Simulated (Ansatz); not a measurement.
Consider the atomization: `N[SiH]1[O][GeH2]1` → Ge• + 5 H• + N• + O• + Si•.

Isolated molecules relaxed with PBE0-D4/def2-TZVP in Ansatz; ΔE leaves out vibrations. CBS: MP2 limit from def2 TZ/QZ plus the TZ coupled-cluster correction, frozen cores. This one scheme is used for every species, atoms too. For atomizations the MP2-based limit and the directly extrapolated one differ by several kJ/mol either way, and by 10 to 25 for some Ge, Se and Sn compounds, so smaller differences from it don't rank the levels. DFT in def2-TZVPP. B3LYP here is the variant with VWN-RPA as its local correlation; programs differ in this. Open shells (•) are unrestricted, without spin–orbit coupling. Spin–orbit coupling would lower the free atoms: a little for O, Si; clearly for Ge. Bonds to Ge are less sure, by a few kJ/mol each and by 10 to 20 or more in all where they break to atoms, as the def2 sets lack core-valence functions. Scalar relativity is left out up to krypton. Each species was taken in one conformer, which may not be the lowest.

`N[SiH]1[O][GeH2]1`:

```xyz
9

N     1.159    1.195   -0.823
Si   -0.113    0.667    0.154
O    -1.288   -0.220   -0.542
Ge   -0.623   -1.479    0.740
H     1.594    0.622   -1.526
H     1.683    2.026   -0.609
H    -0.468    1.808    1.031
H    -1.801   -1.910    1.636
H    -0.142   -2.708   -0.059
```

```
  level  ΔE (kcal/mol)
BLYP-D4          699.3
  B3LYP          690.6
```

(1) What does CCSD(T)/CBS give? (Best estimate.)

Largest T1 diagnostic among the species: 0.014.

Answers

(1) Computed: +704.0 kcal/mol. The listed levels differ from it by -4.7, -13.4 kcal/mol.

The D4 term adds +7.2 kcal/mol with B3LYP and +3.8 kcal/mol with PBE0; it sums over pairs of atoms, weighted by their polarisabilities, and B3LYP, whose exchange is more repulsive, gets the larger term. At CCSD(T), def2-SVP lies −70.4 kcal/mol from the extrapolated value and def2-TZVPP −23.2 kcal/mol: correlation converges slowly with the basis, and small sets miss more of it in the bonded molecule than in its fragments. Leaving LDA and LC-ωPBE aside and taking each functional with its dispersion term where it has one, the values, not all of them listed here, spread over 34.6 kcal/mol, from BHLYP-D4 to PBE-D4. LDA lies +103.4 kcal/mol from PBE without D4, its usual overbinding.
